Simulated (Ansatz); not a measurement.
Compare A (`C=C1CC1[SiH3]`) with its isomer B (`CCC1=C[SiH2]1`).

Program: Ansatz. Geometries: PBE0-D4/def2-TZVP. ΔE: electronic, gas phase. CCSD(T)/CBS is the MP2 limit (def2-TZVPP, def2-QZVPP) plus CCSD(T) − MP2 in def2-TZVPP, frozen cores. Functionals use def2-TZVPP. B3LYP here is the variant with VWN-RPA as its local correlation; programs differ in this. Each species was taken in one conformer, which may not be the lowest.

A:

Z-matrix (Å, degrees):
```
C
C 1 1.453
C 1 1.541 2 58.3
H 1 1.085 2 118.5 3 106.1
H 1 1.086 2 119.1 3 -106.6
C 2 1.315 1 148.6 3 179.3
Si 3 1.860 1 119.1 2 -108.1
H 3 1.088 1 115.4 2 106.4
H 6 1.085 2 121.2 1 -179.9
H 6 1.084 2 121.1 1 0.4
H 7 1.489 3 110.9 1 -89.9
H 7 1.487 3 111.0 1 149.7
H 7 1.487 3 108.3 1 29.8
```

B:

```xyz
13

C     0.032   -0.272   -1.914
C    -0.819   -0.307   -0.656
C    -0.083    0.062    0.576
C     1.157    0.425    0.907
Si    0.084    0.370    2.356
H    -0.553   -0.552   -2.792
H     0.438    0.728   -2.083
H     0.875   -0.963   -1.835
H    -1.252   -1.304   -0.510
H    -1.681    0.362   -0.754
H     2.088    0.581    0.376
H     0.153   -0.739    3.340
H    -0.440    1.606    2.989
```

(1) Which is lower in electronic energy at CCSD(T)/CBS, and by how much? (Best estimate.)

(2) Give E(B) − E(A) in kcal/mol with ωB97M-V, B3LYP, PBE-D4, B2PLYP, r2SCAN-D4, CCSD(T)/def2-TZVPP, HF/def2-TZVPP. (An estimate is asked.)

Largest T1 diagnostic: 0.011.

Answers

(1) Computed: B, by 5.1 kcal/mol.

(2) Computed: ωB97M-V -4.4, B3LYP -3.2, PBE-D4 -3.5, B2PLYP -4.2, r2SCAN-D4 -4.2, CCSD(T)/def2-TZVPP -4.5, HF/def2-TZVPP -2.9. None reverses the order clearly.

In def2-TZVPP, CCSD(T) changes the Hartree–Fock value by −1.6 kcal/mol (the triples alone add −0.3 kcal/mol) and MP2 by −2.2 kcal/mol.
